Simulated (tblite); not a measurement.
Species: C₆H₉N.
Atom-mapped SMILES: `[CH2:1]=[CH:2][CH2:3]/[CH:4]=[N:5]/[CH:6]=[CH2:7]` (hydrogens: H8, H9 on C1; H10 on C2; H11, H12 on C3; H13 on C4; H14 on C6; H15, H16 on C7)

Computed with GFN2-xTB (tblite), gas phase: Langevin dynamics at 200 K from the optimised GFN2-xTB geometry, time step 0.5 fs, friction 0.01 fs⁻¹, 2000 steps.

Start geometry:
```
atom  x, y, z in Å
C1      3.090    0.202   -0.732
C2      2.046    0.482    0.024
C3      1.169   -0.549    0.677
C4     -0.183   -0.500    0.047
N5     -1.186   -0.068    0.681
C6     -2.419    0.002    0.067
C7     -3.474    0.470    0.723
H8      3.402   -0.812   -0.919
H9      3.685    0.975   -1.188
H10     1.746    1.507    0.197
H11     1.602   -1.542    0.540
H12     1.067   -0.332    1.741
H13    -0.234   -0.827   -1.004
H14    -2.495   -0.337   -0.970
H15    -3.380    0.799    1.742
H16    -4.444    0.538    0.264
```

The statistics below take the 31 frames saved every 25 fs from 250 to 1000 fs; their kinetic temperature (all 3N coordinates) averages 219 K.

Q: How do the bond lengths spread?

A: 
```csv
bond,start (Å),mean (Å),standard deviation (Å),shortest (Å),longest (Å)
C1=C2,1.319,1.322,0.021,1.290,1.363
C2–C3,1.502,1.501,0.033,1.431,1.588
C3–C4,1.492,1.496,0.028,1.444,1.553
C4=N5,1.263,1.262,0.017,1.228,1.305
N5–C6,1.379,1.382,0.018,1.346,1.425
C6=C7,1.327,1.327,0.011,1.309,1.351
C1–H8,1.078,1.082,0.031,1.021,1.170
C1–H9,1.077,1.077,0.017,1.048,1.120
C2–H10,1.082,1.086,0.025,1.039,1.135
C3–H11,1.092,1.096,0.018,1.063,1.128
C3–H12,1.091,1.099,0.027,1.057,1.158
C4–H13,1.102,1.101,0.024,1.059,1.147
C6–H14,1.094,1.094,0.021,1.050,1.132
C7–H15,1.076,1.082,0.029,1.019,1.150
C7–H16,1.075,1.077,0.029,1.011,1.126
```

Q: Give the same statistics for bond angles, one of each kind among heavy atoms.

A: 
```csv
angle,start (°),mean (°),standard deviation (°),smallest (°),largest (°)
C1–C2–C3,124.5,124.3,3.5,117.1,131.9
C2–C3–C4,108.8,111.5,2.7,105.8,115.9
C3–C4–N5,121.2,121.0,2.5,115.1,127.0
C4–N5–C6,120.3,121.9,3.3,117.3,131.8
N5–C6–C7,120.6,120.8,2.3,116.7,125.2
```

Q: Follow the torsions C1–C2–C3–C4, C2–C3–C4–N5 and C4–N5–C6–C7 through every second one of these frames.

A: 
```json
{"t (fs)": "250", "C1–C2–C3–C4 (°)": "-102", "C2–C3–C4–N5 (°)": "-100", "C4–N5–C6–C7 (°)": "178"}
{"t (fs)": "300", "C1–C2–C3–C4 (°)": "-100", "C2–C3–C4–N5 (°)": "-130", "C4–N5–C6–C7 (°)": "-149"}
{"t (fs)": "350", "C1–C2–C3–C4 (°)": "-93", "C2–C3–C4–N5 (°)": "-141", "C4–N5–C6–C7 (°)": "-135"}
{"t (fs)": "400", "C1–C2–C3–C4 (°)": "-110", "C2–C3–C4–N5 (°)": "-140", "C4–N5–C6–C7 (°)": "-130"}
{"t (fs)": "450", "C1–C2–C3–C4 (°)": "-117", "C2–C3–C4–N5 (°)": "-145", "C4–N5–C6–C7 (°)": "-132"}
{"t (fs)": "500", "C1–C2–C3–C4 (°)": "-121", "C2–C3–C4–N5 (°)": "-145", "C4–N5–C6–C7 (°)": "-144"}
{"t (fs)": "550", "C1–C2–C3–C4 (°)": "-121", "C2–C3–C4–N5 (°)": "-122", "C4–N5–C6–C7 (°)": "180"}
{"t (fs)": "600", "C1–C2–C3–C4 (°)": "-138", "C2–C3–C4–N5 (°)": "-127", "C4–N5–C6–C7 (°)": "163"}
{"t (fs)": "650", "C1–C2–C3–C4 (°)": "-139", "C2–C3–C4–N5 (°)": "-134", "C4–N5–C6–C7 (°)": "161"}
{"t (fs)": "700", "C1–C2–C3–C4 (°)": "-122", "C2–C3–C4–N5 (°)": "-147", "C4–N5–C6–C7 (°)": "173"}
{"t (fs)": "750", "C1–C2–C3–C4 (°)": "-117", "C2–C3–C4–N5 (°)": "-152", "C4–N5–C6–C7 (°)": "-172"}
{"t (fs)": "800", "C1–C2–C3–C4 (°)": "-105", "C2–C3–C4–N5 (°)": "-152", "C4–N5–C6–C7 (°)": "-173"}
{"t (fs)": "850", "C1–C2–C3–C4 (°)": "-106", "C2–C3–C4–N5 (°)": "-128", "C4–N5–C6–C7 (°)": "174"}
{"t (fs)": "900", "C1–C2–C3–C4 (°)": "-104", "C2–C3–C4–N5 (°)": "-115", "C4–N5–C6–C7 (°)": "171"}
{"t (fs)": "950", "C1–C2–C3–C4 (°)": "-145", "C2–C3–C4–N5 (°)": "-115", "C4–N5–C6–C7 (°)": "-175"}
{"t (fs)": "1000", "C1–C2–C3–C4 (°)": "-171", "C2–C3–C4–N5 (°)": "-105", "C4–N5–C6–C7 (°)": "-164"}
```

Largest departure from the start value over all these frames: C1–C2–C3–C4 58° (start -113°), C2–C3–C4–N5 42° (start -110°), C4–N5–C6–C7 56° (start -179°).

Q: How widely does the potential energy scatter, against a harmonic estimate?

A: Mean 0.40 eV above the start, standard deviation 0.103 eV, range 0.21 to 0.66 eV. For 42 classical harmonic modes at 200 K the canonical values are 42kT/2 = 0.36 eV and kT·√(42/2) = 0.079 eV.

The run is classical and short, so these are rough statistics of one trajectory.

The cost below is that of the whole dynamics run. Time: 10 s; peak memory 0.17 GiB. Hardware: one thread of an Arm Neoverse V1, no GPU, shared host with 32 logical CPUs at a one-minute load of 17.
